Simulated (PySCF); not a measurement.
GeH7NSi, SMILES N[SiH2][GeH3]. Atoms are numbered in the order given.

```xyz
10

Si     0.6000    -1.1813     0.0000
N     -0.7051    -2.3297     0.0000
Ge    -0.0915     1.1110     0.0000
H      1.4278    -1.4218     1.2214
H      1.4278    -1.4218    -1.2214
H     -1.2837    -2.3994     0.8307
H     -1.2837    -2.3994    -0.8307
H     -0.9584     1.4175     1.2407
H      1.0926     2.1007     0.0000
H     -0.9584     1.4175    -1.2407
```

Geometry optimised at PBE0-D3(BJ)/def2-SVP. The structure was generated by enumeration, and PubChem lists no compound with its InChIKey, so it may never have been made. The values are those of a single conformer.

These are PBE/def2-TZVPD (PySCF) values and carry that method's errors.

Symmetry labels are those of the subgroup Cs that the program uses (full group Cs).

List the valence orbital energies around the gap with their symmetry. (The exact figures need the calculation; the answer reports its results.)


| orbital | symmetry | energy (eV) |
|---|---|---|
| HOMO−7 | A' | -12.63 |
| HOMO−6 | A" | -12.21 |
| HOMO−5 | A' | -9.66 |
| HOMO−4 | A" | -8.55 |
| HOMO−3 | A' | -8.21 |
| HOMO−2 | A" | -7.90 |
| HOMO−1 | A' | -7.65 |
| HOMO | A' | -5.85 |
| LUMO | A' | -1.08 |
| LUMO+1 | A' | -0.37 |
| LUMO+2 | A" | -0.19 |
| LUMO+3 | A' | -0.10 |
